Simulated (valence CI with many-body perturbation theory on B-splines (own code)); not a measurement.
**E1 transitions of Sb⁴⁵⁺**

Level of theory: configuration interaction combined with many-body perturbation theory (CI+MBPT): four valence electrons over a frozen Dirac-Fock core [He], radial functions for each j: 11 s, 11 p, 9 d, 7 f, 5 g, 2 h, 1 i, with the one-electron correlation potential Σ1, the two-electron term Σ2, the three-electron term Σ3, Breit, model QED; selected CI, second order for the rest (own B-spline code, finite nucleus).

No measured spectrum was set against this ion. As an estimate, large intervals hold to a few tenths of a per cent, small ones and those within an open d or f shell to about a per cent. Among the levels kept, up to 280 cm⁻¹ of a level comes from second order outside the variational space, and about a tenth of that is noise between levels of different J, which matters for small intervals.

Lines 51 to 100 of 257 in falling wavelength, among levels below 41152 × 10³ cm⁻¹, chosen from the strongest by gf and those to the six lowest levels. Wavelengths and rates use the calculated energies. Electric multipoles are in the length gauge, E1 and E2 with the static RPA response of the core. Weak lines are less certain than strong ones. Lines between different terms over intervals too small for the method are left out, as are lines whose strength nearly cancels. The highest levels of a list are the least certain.

Levels are named by their leading jj configuration (3d3/2^4 stands for four electrons in 3d with j = 3/2), which in mixed levels can hold well under half, so a name can repeat and another be missing. Letters in brackets count levels of one name in rising energy.

| λ vac (Å) | Upper | Lower | A (s⁻¹) | S (a.u.) |
| --- | --- | --- | --- | --- |
| 75.28 | (2s 2p1/2 2p3/2 3p3/2) J=3 [b] | (2s^2 2p3/2 3p3/2) J=3 | 2.78e+10 | 4.10e-02 |
| 72.66 | (2s 2p1/2^2 2p3/2) J=2 | (2s^2 2p1/2 2p3/2) J=1 | 7.46e+09 | 7.07e-03 |
| 58.65 | (2s 2p1/2 2p3/2^2) J=1 [a] | (2s^2 2p3/2^2) J=2 | 7.92e+09 | 2.37e-03 |
| 58.19 | (2s 2p1/2^2 2p3/2) J=1 | (2s^2 2p1/2 2p3/2) J=2 | 1.92e+10 | 5.59e-03 |
| 55.96 | (2s 2p1/2 2p3/2^2) J=2 [b] | (2s^2 2p3/2^2) J=2 | 1.09e+10 | 4.70e-03 |
| 55.01 | (2s 2p1/2 2p3/2^2) J=1 [b] | (2s^2 2p3/2^2) J=2 | 3.72e+09 | 9.17e-04 |
| 54.38 | (2s 2p1/2^2 2p3/2) J=1 | (2s^2 2p1/2 2p3/2) J=1 | 4.03e+09 | 9.60e-04 |
| 51.04 | (2p1/2^2 2p3/2^2) J=2 | (2s 2p1/2 2p3/2^2) J=3 | 6.08e+10 | 2.00e-02 |
| 30.00 | (2s 2p1/2 2p3/2^2) J=2 [a] | (2s^2 2p1/2 2p3/2) J=1 | 1.17e+11 | 7.80e-03 |
| 28.77 | (2s 2p1/2 2p3/2^2) J=3 | (2s^2 2p1/2 2p3/2) J=2 | 1.05e+11 | 8.61e-03 |
| 27.81 | (2p1/2 2p3/2^3) J=1 | (2s 2p1/2 2p3/2^2) J=1 [b] | 2.95e+11 | 9.38e-03 |
| 27.23 | (2s 2p3/2^3) J=2 | (2s^2 2p3/2^2) J=2 | 4.38e+11 | 2.18e-02 |
| 26.99 | (2s 2p1/2 2p3/2 3p3/2) J=3 [c] | (2s^2 2p1/2 3p3/2) J=2 | 4.15e+11 | 2.82e-02 |
| 26.96 | (2p1/2 2p3/2^3) J=1 | (2s 2p1/2 2p3/2^2) J=1 [a] | 3.66e+11 | 1.06e-02 |
| 26.90 | (2p1/2^2 2p3/2^2) J=2 | (2s 2p1/2^2 2p3/2) J=1 | 3.13e+11 | 1.50e-02 |
| 26.73 | (2s 2p1/2 2p3/2 3p3/2) J=2 [c] | (2s^2 2p1/2 3p3/2) J=1 | 4.20e+11 | 1.98e-02 |
| 26.72 | (2p3/2^4) J=0 | (2s 2p3/2^3) J=1 | 1.64e+12 | 1.55e-02 |
| 26.70 | (2s 2p1/2 2p3/2 3d3/2) J=3 [c] | (2s^2 2p1/2 3d3/2) J=2 | 3.60e+11 | 2.36e-02 |
| 26.64 | (2p1/2 2p3/2^3) J=2 | (2s 2p1/2 2p3/2^2) J=2 [b] | 6.87e+11 | 3.20e-02 |
| 26.61 | (2s 2p1/2 2p3/2 3p1/2) J=1 [b] | (2s^2 2p1/2 3p1/2) J=1 | 5.43e+11 | 1.51e-02 |
| 26.59 | (2s 2p1/2 2p3/2 3p1/2) J=2 [c] | (2s^2 2p1/2 3p1/2) J=1 | 4.43e+11 | 2.06e-02 |
| 26.57 | (2s 2p1/2 2p3/2 3d3/2) J=2 [d] | (2s^2 2p1/2 3d3/2) J=1 | 3.69e+11 | 1.71e-02 |
| 26.53 | (2s 2p1/2 2p3/2 3p1/2) J=1 [c] | (2s^2 2p1/2 3p1/2) J=0 | 4.89e+11 | 1.35e-02 |
| 26.52 | (2s 2p1/2 2p3/2 3s) J=1 [b] | (2s^2 2p1/2 3s) J=0 | 3.12e+11 | 8.61e-03 |
| 26.45 | (2s 2p1/2 2p3/2 3p3/2) J=2 [d] | (2s^2 2p1/2 3p3/2) J=2 | 5.05e+11 | 2.31e-02 |
| 26.43 | (2s 2p1/2 2p3/2 3s) J=1 [c] | (2s^2 2p1/2 3s) J=1 | 4.05e+11 | 1.11e-02 |
| 26.36 | (2s 2p1/2 2p3/2 3s) J=2 [c] | (2s^2 2p1/2 3s) J=1 | 4.33e+11 | 1.96e-02 |
| 26.31 | (2s 2p1/2 2p3/2 3d3/2) J=2 [c] | (2s^2 2p1/2 3d3/2) J=2 | 3.70e+11 | 1.67e-02 |
| 26.30 | (2s 2p1/2 2p3/2 3d3/2) J=1 [c] | (2s^2 2p1/2 3d3/2) J=2 | 6.09e+11 | 1.64e-02 |
| 26.13 | (2s 2p1/2 2p3/2 3p3/2) J=1 [d] | (2s^2 2p1/2 3p3/2) J=2 | 3.97e+11 | 1.05e-02 |
| 25.90 | (2s 2p1/2 2p3/2^2) J=1 [a] | (2s^2 2p1/2 2p3/2) J=2 | 1.48e+10 | 3.80e-04 |
| 25.85 | (2p1/2^2 2p3/2 3s) J=2 | (2s 2p1/2^2 3s) J=1 | 3.25e+11 | 1.38e-02 |
| 25.83 | (2s 2p1/2 2p3/2^2) J=0 | (2s^2 2p1/2 2p3/2) J=1 | 4.56e+11 | 3.87e-03 |
| 25.63 | (2s 2p1/2^2 2p3/2) J=1 | (2s^2 2p1/2^2) J=0 | 5.27e+11 | 1.31e-02 |
| 25.37 | (2s 2p1/2 2p3/2^2) J=2 [b] | (2s^2 2p1/2 2p3/2) J=2 | 7.88e+11 | 3.17e-02 |
| 25.17 | (2s 2p1/2 2p3/2^2) J=1 [b] | (2s^2 2p1/2 2p3/2) J=2 | 6.72e+11 | 1.59e-02 |
| 25.12 | (2s 2p1/2 2p3/2^2) J=1 [a] | (2s^2 2p1/2 2p3/2) J=1 | 7.96e+11 | 1.87e-02 |
| 24.70 | (2p1/2^2 2p3/2^2) J=0 | (2s 2p1/2^2 2p3/2) J=1 | 9.03e+11 | 6.72e-03 |
| 24.61 | (2s 2p1/2 2p3/2^2) J=2 [b] | (2s^2 2p1/2 2p3/2) J=1 | 4.38e+10 | 1.61e-03 |
| 24.43 | (2s 2p1/2 2p3/2^2) J=1 [b] | (2s^2 2p1/2 2p3/2) J=1 | 1.71e+10 | 3.69e-04 |
| 24.39 | (2s 2p3/2^3) J=1 | (2s^2 2p3/2^2) J=2 | 9.10e+11 | 1.95e-02 |
| 23.92 | (2p1/2^2 2p3/2^2) J=2 | (2s 2p1/2^2 2p3/2) J=2 | 3.85e+11 | 1.30e-02 |
| 23.70 | (2p1/2 2p3/2^3) J=2 | (2s 2p1/2 2p3/2^2) J=3 | 2.42e+11 | 7.96e-03 |
| 3.040 | (2s^2 2p1/2 3p3/2) J=1 | (2s 2p1/2^2 2p3/2) J=1 | 1.14e+12 | 4.75e-05 |
| 3.019 | (2s 2p1/2^2 3s) J=1 | (2s 2p1/2^2 2p3/2) J=1 | 3.34e+12 | 1.36e-04 |
| 3.009 | (2s 2p1/2^2 3s) J=0 | (2s 2p1/2^2 2p3/2) J=1 | 3.56e+13 | 4.79e-04 |
| 3.006 | (2p1/2^2 2p3/2 3s) J=2 | (2p1/2^2 2p3/2^2) J=2 | 1.69e+13 | 1.13e-03 |
| 3.000 | (2p1/2^2 2p3/2 3s) J=1 | (2p1/2^2 2p3/2^2) J=2 | 2.90e+13 | 1.16e-03 |
| 2.998 | (2s^2 2p1/2 3p3/2) J=1 | (2s 2p1/2^2 2p3/2) J=2 | 1.10e+13 | 4.38e-04 |
| 2.989 | (2s^2 2p3/2 3p3/2) J=2 | (2s 2p1/2 2p3/2^2) J=3 | 1.57e+13 | 1.03e-03 |
